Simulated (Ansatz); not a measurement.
Species: CH7NSi2, SMILES `[SiH3]/C=N/[SiH3]` (charge 0, multiplicity 1), formula CH₇NSi₂.

Problem. How many basis functions does frozen-core CCSD(T)/cc-pVTZ // PBE-D3(BJ)/def2-TZVP in Ansatz (a program for electronic structure) use, how many core orbitals are frozen, and how many electrons are correlated?

Solution. 226 basis functions and 12 frozen orbitals, which leaves 24 correlated electrons. Core time is of the order of minutes.
